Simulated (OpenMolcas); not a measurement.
# Pd2+: ligand-field states by method

Pd2+ with 6 ligands (fluoride) in trigonal antiprismatic coordination (D3d) at 2.17 Å, a polar angle of 54.2° against the regular 54.74°. A charge of +0.667 e stands 2.8 Å behind each ligand. Ligand basis ANO-RCC-VDZP.

```
Program             : OpenMolcas
Basis               : ANO-RCC-VDZP [6s5p3d1f]
Scalar Hamiltonian  : DKH2, point nucleus
Active space        : 8 electrons in 5 orbitals (4d)
State averaging     : 2S+1 = 3 even, 10 roots; 2S+1 = 1 even, 15 roots
Spin-orbit coupling : state interaction with AMFI integrals over the reference wave functions
```

I. CASSCF
II. SS-CASPT2, IPEA 0.25 Eh, imaginary shift 0.1 Eh (closed shells correlated: 4s 4p and the ligand valence shells)

Spin-free states (labels of D3, the rotations of D3d) in cm-1, each column counted from its own energy of the first state listed:

```csv
State,Degeneracy,I,II
3A2,1,0,0
3E,2,9829,10930
3A1,1,9899,10960
1E,2,13638,10170
3A2,1,15882,17960
3E,2,16090,17910
1A1,1,22630,18730
1E,2,23147,21310
1A1,1,23290,21250
3E,2,26801,27480
3A2,1,27217,28170
1E,2,27432,25610
1A2,1,27501,25510
1E,2,35346,36520
1A1,1,35603,36640
1E,2,35871,36890
1A1,1,58887,53850
```

From I to II, I's first state of the same spin (3E) moves from 9829 to 10930 cm-1, by about +1100 cm-1.

From I to II, I's first state of another spin (1E) moves from 13638 to 10170 cm-1, by about -3500 cm-1.

χT at 300 K: I 1.57, II 1.52 cm3 K/mol.

Roots that are degenerate in the reference are averaged as groups; the widest CASPT2 spread within a group is 81 cm-1 (the 2-fold group of multiplicity 1 near 21300 cm-1 above the lowest state of its run, II). Shifts and gaps below about the spread of the groups concerned are not significant. Over all roots computed the reference weight is 0.69 to 0.70 in II; a low but even weight reflects the number of correlated electrons. Real 4d8 and 5d8 ions are as a rule square planar and diamagnetic. Ligand-to-metal charge-transfer states are missing. With no ligand orbital active B as a rule stays too high, so bands that hang on it stand too high and its fall with covalency is understated. Without dynamic correlation the repulsion within the d shell is too large (B by tens of per cent), so at a given field states of lower spin stand too high (holds for I). With metal d orbitals alone the field can be off either way by tens of per cent (holds for I). With one d shell and no ligand orbital active, 10Dq can be off by a tenth or more (holds for II). Free-ion shares, where given, are those of the reference states; single-state CASPT2 does not remix them (holds for II). No measured value stands beside these numbers; the geometry was imposed, not optimised, and the real ion may take another.
